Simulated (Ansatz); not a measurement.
Two members of one family (Same ligands, another metal), computed with Ansatz in the gas phase. The two geometries come from different levels. HOMO and LUMO are taken over both spins. Binding counts from free atoms in the multiplicity of their measured ground term, without zero-point energy. Singlets are spin-restricted. The spins of the ions were chosen, not always searched. A dash marks a value that wasn't run or was left out as unsound. The structures are stationary points that may keep the symmetry of their start. Remarks come from the PBE and PBE0 runs and from stability tests at other levels; not every state was tested. A HOMO above zero means that the electron is unbound at that level and held by the basis, or that self-interaction error raises the level; the energy of removing that electron tells which.

First: CoF3 (quintet, charge 0, PBE0-D4/def2-TZVP geometry; reduced ion quartet).

```xyz
4

Co    0.0003   -0.0002    0.0001
F    -1.3821   -0.2955   -0.9786
F     0.1742    1.5066    0.8082
F     1.2076   -1.2109    0.1703
```

| level | HOMO (eV) | LUMO (eV) | gap (eV) | vertical EA (eV) | binding per atom (eV) |
| --- | --- | --- | --- | --- | --- |
| PBE-D4/def2-TZVP | -8.13 | -6.90 | 1.23 | – | 3.46 |
| r2SCAN-D4/def2-TZVPD | -8.89 | -6.59 | 2.30 | 2.85 | 3.39 |
| PBE0-D4/def2-SVP | -10.80 | -5.23 | 5.57 | – | 3.13 |
| PBE0-D4/def2-TZVPD | -11.21 | -5.43 | 5.77 | 3.31 | 3.14 |
| r2SCAN0-D4/def2-TZVP | -11.71 | -5.12 | 6.59 | – | 3.07 |

Metal–donor distances: 3 × F 1.72 Å. Remarks: restricted SCF unstable (singlet), spin-contaminated (⟨S²⟩ up to 2.41) (triplet), HOMO above zero (-1 quartet).

Second: VF3 (triplet, charge 0, r2SCAN-D4/def2-TZVP geometry; reduced ion quartet).

Cartesian coordinates in Å:
```
V -0.061 0.010 -0.028
F 1.432 0.766 -0.539
F 0.239 -1.044 1.335
F -1.610 0.268 -0.768
```

Estimate the same table for the second.


| level | HOMO (eV) | LUMO (eV) | gap (eV) | vertical EA (eV) | binding per atom (eV) |
| --- | --- | --- | --- | --- | --- |
| PBE-D4/def2-TZVP | -5.48 | -4.99 | 0.49 | – | – |
| r2SCAN-D4/def2-TZVPD | -6.12 | -4.73 | 1.40 | 1.18 | – |
| PBE0-D4/def2-SVP | -7.97 | -3.46 | 4.51 | – | 4.27 |
| PBE0-D4/def2-TZVPD | -8.15 | -3.58 | 4.57 | 1.37 | – |
| r2SCAN0-D4/def2-TZVP | -8.68 | -3.40 | 5.29 | – | 4.11 |

Metal–donor distances: 3 × F 1.74 to 1.75 Å. Remarks: restricted SCF unstable at other levels (singlet), restricted SCF unstable (singlet), HOMO above zero (-1 quartet).
